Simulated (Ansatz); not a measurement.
A nudged elastic band was laid between two geometries of C2H8Sn (11 atoms, charge 0, multiplicity 1).

Method: RKS BLYP/def2-SVP in Ansatz.

```
movable images  : 5
climbing image  : from the first iteration
spring          : 5.0 eV/Å²
optimiser       : fire
start path      : through a guess of the saddle point
force threshold : 0.05 eV/Å
iteration limit : 60
end points      : relaxed
```

First end point:

```xyz
11
Properties=species:S:1:pos:R:3
Sn 0.215 -0.770 -0.256
H -0.721 -2.222 -0.015
H 1.672 -1.194 -1.116
C 0.742 0.091 1.698
C -0.951 0.662 -1.449
H 1.255 -0.670 2.317
H 1.415 0.958 1.559
H -0.175 0.425 2.221
H -1.824 1.013 -0.866
H -0.321 1.532 -1.715
H -1.307 0.175 -2.377
```

Last end point:

```xyz
11
Properties=species:S:1:pos:R:3
Sn -0.975 -0.926 0.346
H 1.038 -2.374 -0.968
H 1.461 -1.745 -1.099
C 0.497 0.181 1.659
C -1.030 0.700 -1.225
H 1.011 -0.498 2.368
H 1.247 0.753 1.076
H -0.095 0.910 2.257
H -1.573 1.564 -0.782
H -0.012 1.050 -1.493
H -1.569 0.384 -2.140
```

Q: Which bonds break or form, and what moves?

A: Bonds broken: Sn1–H2, Sn1–H3. Bonds formed: H2–H3. C2H8Sn becomes C2H6Sn + H2.

Q: Give the energies along the band, and the barrier.

A: The forces met the threshold. The highest image is number 2 of 0 to 6, 1.98 eV above the first end and 1.37 eV above the last; the last end lies 0.60 eV above the first. Neighbouring images differ by up to 1.5 eV, so the band resolves the path poorly. The order of the stationary point at the top wasn't checked. The orbitals stay closed-shell, which can raise the energy where a bond breaks towards radicals; this wasn't checked here.

| image | path coordinate (Å) | energy (eV) | Sn1–H2 (Å) | Sn1–H3 (Å) | H2–H3 (Å) |
| --- | --- | --- | --- | --- | --- |
| 0 | 0.00 | 0.00 | 1.74 | 1.74 | 2.83 |
| 1 | 0.89 | 0.46 | 1.72 | 1.74 | 2.36 |
| 2 | 1.78 | 1.98 | 1.76 | 1.98 | 1.41 |
| 3 | 2.22 | 1.10 | 1.96 | 2.16 | 0.90 |
| 4 | 2.68 | 0.65 | 2.37 | 2.51 | 0.78 |
| 5 | 3.14 | 0.61 | 2.60 | 2.71 | 0.77 |
| 6 | 3.59 | 0.60 | 2.81 | 2.95 | 0.77 |

Q: What is the geometry of the highest image?

A: 
```xyz
11
Properties=species:S:1:pos:R:3:forces:R:3
Sn -0.483 -0.871 0.101 0.00 0.01 0.00
H 0.256 -2.328 -0.563 -0.01 0.00 0.01
H 1.181 -1.307 -0.871 0.00 0.00 0.00
C 0.686 0.119 1.715 0.01 0.00 0.01
C -0.989 0.687 -1.405 -0.01 0.00 -0.01
H 1.280 -0.623 2.279 0.00 -0.02 -0.01
H 1.348 0.878 1.262 0.01 0.01 0.03
H -0.040 0.607 2.392 0.02 -0.01 0.02
H -1.829 1.276 -0.990 -0.01 0.00 -0.03
H -0.113 1.341 -1.562 -0.02 0.01 -0.02
H -1.298 0.221 -2.358 0.01 -0.02 0.00
```

Time of the run: 4.4 min on 2 threads of Arm Neoverse V1, with other jobs on the host, peak memory 0.13 GiB.
